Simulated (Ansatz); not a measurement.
The cluster Mo3Se8, relaxed as a singlet with RKS PBE-D4/def2-SVP in Ansatz, starting from the GFN1-xTB geometry. Force threshold 0.03 eV/Å.

In the def2 sets Mo takes a core potential; there is no spin–orbit coupling. The restricted singlet is unstable towards broken spin symmetry in Hartree–Fock (as tested in another run); at PBE-D4/def2-SVP this wasn't settled. Another isomer (singlet) lies 0.41 eV lower at PBE0-D4/def2-TZVP; other spin states weren't run for this one.

Start:

```xyz
11

Mo   -0.839    0.468    1.571
Mo    1.190   -0.581    0.259
Mo   -1.320    0.041   -1.002
Se    0.798   -0.766   -2.326
Se    2.953   -0.258   -1.683
Se   -2.823   -1.567   -1.521
Se   -1.908    1.996   -1.985
Se   -1.761   -0.754    3.239
Se    2.757    1.271   -0.006
Se    1.722   -2.509    1.300
Se   -0.769    2.658    2.155
```

```
step   energy (eV)  largest force component (eV/Å)  SCF passes
   1  -528237.4088                           1.758          46
   2  -528238.0507                           0.930          41
   3  -528238.2981                           0.417          42
   4  -528238.4245                           0.281          43
   5  -528238.5453                           0.289          46
   6  -528238.6243                           0.434          46
   7  -528238.7012                           0.307          54
   8  -528238.8649                           0.571          51
   9  -528239.0243                           0.947          42
  10  -528239.2214                           0.742          46
  11  -528239.3896                           0.559          44
  13  -528239.7034                           0.501          36
  15  -528240.0546                           0.337          36
  17  -528240.1005                           0.107          34
  19  -528240.1071                           0.214          32
  21  -528240.1126                           0.056          31
  23  -528240.1135                           0.024          31
  25  -528240.1200                           0.131          29
  27  -528240.1330                           0.100          29
  29  -528240.1674                           0.189          36
  31  -528240.1840                           0.145          32
  33  -528240.2017                           0.328          36
  35  -528240.2536                           0.416          34
  37  -528240.3065                           0.279          42
  39  -528240.3460                           0.363          32
  41  -528240.3591                           0.194          36
  43  -528240.3667                           0.055          30
  44  -528240.3673                           0.008          31
```

Force components are those of the run's own axes.

End:

```xyz
11

Mo   -0.5913    0.9287    0.9844
Mo    1.2075   -0.8195   -0.2275
Mo   -1.2563   -0.5825   -1.0250
Se    0.5835   -0.8333   -2.6101
Se    3.3490    0.3760    0.0974
Se   -2.7064   -2.3030   -0.6950
Se   -2.0449    1.7201   -0.8395
Se   -1.8324   -0.3403    2.3691
Se    1.6291    1.9626   -0.4153
Se    0.7465   -2.8507    0.6270
Se    0.9156    2.7418    1.7346
```

Bonds lost: Se4–Se5 (atoms count from 1). Bonds formed: Mo1–Se7, Mo1–Se9, Se9–Se11 (atoms count from 1).

The force fell under the threshold at step 23, but the optimiser went on and released 0.254 eV more. No frequencies were taken in this run, so the end may be a saddle point.

It took 2.4 min on 2 threads of AMD EPYC 7R13 on a shared host and a share (18 GiB) of an NVIDIA H100 80GB HBM3, peak host memory 1 GiB.
